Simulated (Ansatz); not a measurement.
`O[Si](F)(O[SiH3])O[SiH3]` + `[OH][Ga]([Br])[Br]` → `[SiH3][O][Ga]([Br])[Br]` + `O[Si](O)(F)O[SiH3]`  (ligand exchange at the Si–O bond)

Calculated with Ansatz (gas phase, PBE0-D4/def2-TZVP geometries, no zero-point term in ΔE). CBS: MP2 limit from def2 TZ/QZ plus the TZ coupled-cluster correction, frozen cores. DFT in def2-TZVPP. B3LYP here is the variant with VWN-RPA as its local correlation; programs differ in this. For Br, Ga outer-core shells are correlated without core-valence functions, which leaves a few kJ/mol of doubt a bond. Scalar relativity is left out up to krypton. Each species was taken in one conformer, which may not be the lowest.

(1) Is it downhill or uphill in electronic energy at CCSD(T)/CBS, and by how much? (An estimate is asked.)

(2) What do these levels give: PBE-D4, B3LYP-D4, ωB97X-V, B2PLYP, PBE, PBE0, B3LYP, HF/def2-TZVPP, CCSD(T)/def2-TZVPP, MP2/def2-QZVPP, MP2/CBS(def2), CCSD/CBS(def2)? (Best estimate.)

Largest T1 diagnostic among the species: 0.011.

## Answers

(1) The calculation gave: Uphill: ΔE = +5.1 kJ/mol.

(2) The calculation gave: PBE-D4 7.1, B3LYP-D4 7.5, ωB97X-V 5.8, B2PLYP 5.7, PBE 6.7, PBE0 5.5, B3LYP 7.3, HF/def2-TZVPP 5.1, CCSD(T)/def2-TZVPP 3.6, MP2/def2-QZVPP 4.1, MP2/CBS(def2) 4.5, CCSD/CBS(def2) 5.4 kJ/mol.
